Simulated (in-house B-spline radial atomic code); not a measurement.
## RPA and G0W0 on r2SCAN: Rb V (Rb4+)

Configuration [Ar] 3d10 4s2 4p3, highest spin, mean-field start r2SCAN. Computed with a B-spline radial code for spherical atoms: all electrons, scalar-relativistic (spin-free one-electron X2C), finite nucleus, each spin shell either full or empty, empty states to l = 9 with an (l + 1/2)⁻⁴ tail; G0W0 by contour deformation at full frequency.

Command:
```bash
python run_gw.py task.json out
```
Settings (radii: box in bohr, nucleus in fm):
```
Z                        37
electrons                33
configuration            [Ar] 3d10 4s2 4p3
hamiltonian              x2c
method                   r2scan
lmax                     9
rms_radius               4.2036
spin_polarised           True
box_radius               11.96
intervals                68
```

Cost of the run: 4.7 s on 1 thread of Arm Neoverse N1 (shared host).

Energies (hartree):

```json
{"term": "mean-field total", "value": "-2976.50007"}
{"term": "Hartree-Fock functional on these orbitals", "value": "-2974.77002"}
{"term": "direct second order", "value": "-2.7773"}
{"term": "second-order exchange", "value": "0.81405"}
{"term": "SOSEX correction", "value": "0.75451"}
```

(1) What is the RPA correlation energy, and what remains with SOSEX?

Quasi-particle levels (eV):

| level | occupied | mean field | Σx - vxc | Σc | QP weight | G0W0 |
| --- | --- | --- | --- | --- | --- | --- |
| 4p up | yes | -62.84 | -6.27 | ? | ? | ? |
| 4s down | yes | -76.06 | -4.30 | -2.68 | 0.954 | -83.04 |
| 4p down | no | -57.40 | 8.03 | -2.81 | 0.953 | -52.18 |

G0W0 = mean field + (Σx - vxc) + Σc, with Σc (partial-wave tail included) taken at the quasi-particle energy. Only the outer levels were computed. Levels of low weight are left out.

(2) Where does G0W0 put 4p up?

Results:

(1) RPA gives -2.4451 hartree (-2.02 eV per electron); RPA + SOSEX gives -1.6906, and the second-order doubles -1.9632 hartree (no singles). RPA lacks exchange-type terms and so overcorrelates at short range.

(2) At -69.55 eV, with Σc = -0.44 eV and a quasi-particle weight of 0.953. The tabulated removal energy is 68.44 ± 0.15 eV (NIST, tabulated theory); the calculation leaves out spin-orbit coupling, Breit and QED terms, and what these don't explain is the method's own error.
